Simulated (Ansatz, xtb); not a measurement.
Relative energy of two structures of AuFH2OSi

We compare a, `O[Si@H](F)[Au]`, a singlet, with b, a singlet given by its coordinates. Both are isolated molecules in the gas phase, relaxed with PBE0-D3(BJ)/def2-SVP; the shapes shown needn't be the lowest conformers.

a (Å):

```yaml
atoms:
  - { symbol: Au, position_ang: [0.7218, -1.0867, -2.0717] }
  - { symbol: F, position_ang: [-1.6778, -3.1777, -2.6093] }
  - { symbol: O, position_ang: [-2.1020, -1.4697, -0.6056] }
  - { symbol: Si, position_ang: [-1.4959, -1.6331, -2.1327] }
  - { symbol: H, position_ang: [-3.0208, -1.7227, -0.4664] }
  - { symbol: H, position_ang: [-2.2654, -0.8285, -3.1223] }
```

b (Å):

```xyz
6

Au    1.4989   -0.1136    0.9345
F    -1.8706   -0.6263   -0.0013
O    -1.3953    1.8760    0.2760
Si   -0.6833    0.4102    0.3793
H     3.0393   -0.4812    1.3273
H    -2.3263    1.9552    0.0306
```

Close contacts (Å): Au1–Si4 2.31, F2–Si4 1.62, O3–Si4 1.63, Au1–H5 1.63, O3–H6 0.97.

Quicker runs give these differences E(b) − E(a): GFN2-xTB +0.643 eV; r2SCAN-D4/def2-SVP +0.942 eV (at GFN2-xTB geometries).

Problem. Estimate E(b) − E(a) at the level CCSD(T)/def2-TZVP.

Solution. Calculated at CCSD(T)/def2-TZVP: E(b) − E(a) = +0.738 eV, so structure a lies lower.

The same difference at several levels:

```csv
level,geometry,E(b) − E(a) (eV),departure from the last row (eV),"job, with rough time for the two"
GFN2-xTB,GFN2-xTB,+0.643,−0.095,"optimisation, 0.36 s"
r2SCAN-D4/def2-SVP,GFN2-xTB,+0.942,+0.204,"single point, 1.6 s"
PBE0-D3(BJ)/def2-SVP,PBE0-D3(BJ)/def2-SVP,+0.769,+0.031,"optimisation, 26 s"
HF/def2-TZVP,PBE0-D3(BJ)/def2-SVP,+0.925,+0.186,part of the CCSD(T) run
MP2/def2-TZVP,PBE0-D3(BJ)/def2-SVP,+0.680,−0.058,part of the CCSD(T) run
CCSD(T)/def2-TZVP,PBE0-D3(BJ)/def2-SVP,+0.738,,"single point, 37 s"
```

None of the levels shown reverses the order. The largest departure from CCSD(T)/def2-TZVP is that of r2SCAN-D4/def2-SVP, 0.204 eV.

With harmonic frequencies from PBE0-D3(BJ)/def2-SVP (ideal gas, rigid rotor, one conformer each, 600 K, 1 atm): on the last row, ΔE + ΔZPE = +0.683, ΔH = +0.706, ΔG = +0.624 eV.

The T1 diagnostic of structure a is large, so the coupled-cluster value is less sure. The correlated steps freeze 7 core orbitals; the last core shell of Au is correlated, in a basis made for valence electrons. Atoms past krypton carry core potentials in the def2 sets and no spin–orbit term is included. Mirror images aren't counted in ΔG. Programs: Ansatz 0.2.0, xtb 6.7.1; the last row on 2 threads of Intel(R) Xeon(R) 6975P-C (Granite Rapids) on a shared host.
